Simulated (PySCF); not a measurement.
A TDDFT job was run through a driver script with this input:

```
{"job": {"kind": "uv", "xc": "PBE0", "basis": "def2-SVPD", "nstates": 6, "ntriplets": 2}, "charge": 0, "multiplicity": 1}
N      2.464721    -0.841192    -0.333761
C      1.539567    -0.173264    -0.192182
B      0.265392     0.689079    -0.002056
N     -0.964639    -0.411647     0.092580
H      0.280022     1.280878     1.030275
H      0.046933     1.371334    -0.952373
H     -0.983944    -0.952215    -0.766723
H     -1.846790     0.073089     0.220822
H     -0.787700    -1.030068     0.878239
```

Its output, with some lines taken out ([cut]) and without the SCF cycles:

```
converged SCF energy = -175.1487156616

Static polarisability (au): isotropic 42.318, principal 35.895 38.388 52.672

Singlet excitations
state   eV       nm        f      main configurations
  1   6.2860    197.2   0.00154   H->L 0.95
  2   7.1112    174.4   0.05489   H-1->L 0.91
  3   7.5656    163.9   0.00087   H-2->L 0.93
[cut]
[cut]
[cut]

Triplet excitations (Tamm-Dancoff, eV): 6.0556 6.0823
```

Level of theory: PySCF, TDDFT PBE0/def2-SVPD, vertical, gas phase, core orbitals frozen in the response. Isolated species at its GFN2-xTB geometry, gas phase.

Problem. What stood in the cut lines?

Solution. 
```
  4   7.5693    163.8   0.00009   H->L+1 0.35, H->L+2 0.22, H->L+5 0.16
  5   8.0834    153.4   0.01590   H-3->L 0.63, H->L+1 0.31
  6   8.0914    153.2   0.04527   H->L+3 0.36, H-1->L+1 0.21, H-1->L+2 0.11
```

Problem. What transition dipole goes with state 2?

Solution. |μ|² = 3f / (2ΔE) = 3 × 0.0549 / (2 × 0.2613) = 0.315 au, so |μ| = 1.43 D.

Problem. Give the energy of state 2 in hartree, cm⁻¹ and kJ/mol.

Solution. 0.26133 hartree, 57356 cm⁻¹, 686.1 kJ/mol.

Problem. Which orbital energies lie behind H and L?

Solution. HOMO -8.21 eV and LUMO -0.71 eV, a gap of 7.50 eV; state 1 differs from that by -1.22 eV.

Problem. Which species is it?

Solution. `N#C[BH2-][NH3+]` (CH5BN2), point group Cs.

H and L stand for HOMO and LUMO.

Hardware: one thread, Intel Xeon Platinum 8488C (x86_64), no GPU (shared host). Cost: 6.2 s, 0.53 GiB resident at most.
